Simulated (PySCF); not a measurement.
SiBrCl3, SMILES Cl[Si](Cl)(Cl)Br.

Coordinates come from a PBE-D3(BJ)/def2-SVP optimisation.

The numbers are results of r2SCAN/def2-TZVP (PySCF), not measurements.

The molecule is in vacuum.

```yaml
total_energy: -4244.38314 hartree
point_group: C3v
highest_occupied_level: -8.12 eV
lowest_empty_level: -1.96 eV
orbital_gap: 6.17 eV
dipole_moment: 0.16 D
quadrupole, principal values (traceless, Buckingham form, about the centre of nuclear charge): -0.43, -0.43, 0.85 D·Å
mean_static_polarisability: 76.7 bohr³ (11.37 Å³)
polarisability_principal_values: 74.1, 74.1, 81.9 bohr³
```
